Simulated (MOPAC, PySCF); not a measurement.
HF3SeSi, SMILES `F[Si](F)(F)[SeH]`, neutral singlet in the gas phase. 

Cartesian coordinates (Å):
SMILES: F[Si](F)([SeH])F
```xyz
6

F     -0.7621     1.5649    -0.1119
Si    -0.5103    -0.0090    -0.0887
F     -0.9878    -0.5112     1.3469
F     -1.4393    -0.6848    -1.1920
Se     1.6150    -0.5719    -0.5614
H      2.0845     0.2119     0.6071
```
Charge 0, multiplicity 1.

All levels are single points at this geometry (PBE-D3(BJ)/def2-TZVP); Pople sets use spherical d functions. Orbital energies aren't observables, and empty levels follow the basis.

PM3 in MOPAC gives dipole (D) = 1.08.

Task: Estimate the dipole (D) from each of these levels: PBE-D3(BJ)/def2-TZVP in PySCF; B3LYP/3-21G in PySCF; B3LYP/6-311+G** (LANL2DZ on Se) in PySCF; B3LYP/6-31G* in PySCF; PBE/6-31G* in PySCF; HF/3-21G in PySCF; HF/STO-3G in PySCF; PM6 in MOPAC.

Result: 
```json
[
 {"level": "PBE-D3(BJ)/def2-TZVP in PySCF", "dipole (D)": "1.60"},
 {"level": "B3LYP/3-21G in PySCF", "dipole (D)": "1.54"},
 {"level": "B3LYP/6-311+G** (LANL2DZ on Se) in PySCF", "dipole (D)": "1.93"},
 {"level": "B3LYP/6-31G* in PySCF", "dipole (D)": "1.45"},
 {"level": "PBE/6-31G* in PySCF", "dipole (D)": "1.35"},
 {"level": "HF/3-21G in PySCF", "dipole (D)": "1.76"},
 {"level": "HF/STO-3G in PySCF", "dipole (D)": "1.20"},
 {"level": "PM6 in MOPAC", "dipole (D)": "2.17"}
]
```
